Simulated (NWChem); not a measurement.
A series in which one site is exchanged, each optimised at PBE0/def2-SVP with NWChem, gas phase unless a solvent is named. This build's default masses of Se (78.918 u) and Br (79.917 u) are each other's, which moves their modes by up to 0.6 %. For some, no frequency run checked for a minimum. def2 effective core potentials on I; no spin-orbit coupling.

A: [CH3][Mg][I] (CH₃IMg; site = I)
B: [F][Mg][CH3] (CH$_{3}$FMg; site = F)
C: [Br][Mg][CH3] (CH3BrMg; site = Br)
D: [CH3][Mg][Cl] (CH₃ClMg; site = Cl)

```
quantity                                            A     B     C     D
--------------------------------------------------  -  ----  ----  ----
dipole (D), PBE0/def2-SVP                           …  2.06  2.12  2.14
static polarisability, PBE/def2-SVPD (bohr³)        …  40.3  66.4  56.6
lowest singlet excitation, PBE/def2-SVPD, TDA (eV)  …  5.54  5.06  5.48
```

Complete the blanks.


- dipole (D), PBE0/def2-SVP, A: 2.02
- static polarisability, PBE/def2-SVPD (bohr³), A: 83.2
- lowest singlet excitation, PBE/def2-SVPD, TDA (eV), A: 4.54
